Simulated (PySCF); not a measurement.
# What a mistake does to a calculation on BClGeH3O

Calculated results; nothing here was measured. They come from PySCF 2.14.0, an open-source quantum chemistry program, on an isolated molecule that a program drew, which may never have been made. The molecule is BClGeH3O (charge 0, doublet), drawn as the SMILES string `O[B](Cl)[GeH2]`.

Each row is a Hartree-Fock (HF) and frozen-core CCSD(T) single point in the cc-pV(D+d)Z basis, meant for a local HF minimum. Run 1 is clean. Each other run has one planted mistake out of seven kinds, and not every kind appears here: one electron removed, one electron added, multiplicity raised by two, geometry at a saddle point, minimal basis STO-3G, one bond length entered in bohr, all coordinates scaled. The reference is restricted for singlets and unrestricted otherwise, and also for a bond in bohr. Adding or removing an electron swaps singlet and doublet. Electrons count all cores. HOMO and LUMO are orbital energies over both spins, the gradient is its largest component, and the lowest frequency (negative if imaginary) is given only where the gradient is small. Bond lengths are over the 6 bonds as drawn. T1 is the CCSD diagnostic: over 0.02 (restricted) or 0.045 (unrestricted) a single reference is doubtful. Germanium has the cc-pVDZ-PP basis, with a core potential (ECP10MDF) in place of its 10 inner electrons, and its 3s, 3p and 3d shells are frozen in CCSD(T).

Geometry of the clean run:
```xyz
7
BClGeH3O, angstrom
O    -0.3840   -1.6653    2.2904
B     0.9391   -1.7836    2.4615
Cl    1.4955   -2.1384    4.1118
Ge    2.3491   -1.4818    0.9678
H    -0.6556   -1.4851    1.4023
H     1.8163   -1.6421   -0.4642
H     3.6763   -2.2178    1.1364
```

```
run  electrons  basis functions  <S^2>  HOMO (eV)  LUMO (eV)  gradient (hartree/bohr)  lowest frequency (cm^-1)  mean bond (Å)  longest bond (Å)      T1  HF (hartree)  CCSD(T) (hartree)                          mistake
  1         65               89  0.761      -8.72       0.62                  3.5e-05                       152         1.5337             2.076  0.0149    -854.24690         -854.78751                         no fault
  2         65               89  0.764      -8.02       0.82                  5.2e-05                      -411         1.5240             2.043  0.0144    -854.24368         -854.78570       geometry at a saddle point
  3         64               89  0.000     -16.72      -7.17                  5.4e-02                         -         1.5337             2.076  0.0180    -853.95510         -854.49132             one electron removed
  4         65               89  1.621      -8.29       0.38                  7.2e-03                         -         1.7615             2.903  0.0361    -854.15230         -854.67936  one bond length entered in bohr
  5         66               89  0.000      -0.88       8.47                  4.9e-02                         -         1.5337             2.076  0.0155    -854.24916         -854.81730                                ?
  6         65               89  0.761      -8.91       0.39                  5.6e-02                         -         1.6410             2.221  0.0172    -854.21766         -854.76711                                ?
```

**Which mistake was planted in run 5, and what did it cost?**

It counts 66 electrons, one more than the clean run, at the same geometry and basis. So the mistake is: one electron added. Subtracting run 1 and multiplying by 627.51 kcal/mol a hartree, the energy moved by -1.4 kcal/mol in HF and -18.7 kcal/mol in CCSD(T).

**Which mistake was planted in run 6, and what did it cost?**

The mean and the longest bond both change by the same factor, 1.070, and the gradient is no longer small. So the mistake is: all coordinates scaled. Subtracting run 1 and multiplying by 627.51 kcal/mol a hartree, the energy moved by 18.3 kcal/mol in HF and 12.8 kcal/mol in CCSD(T).

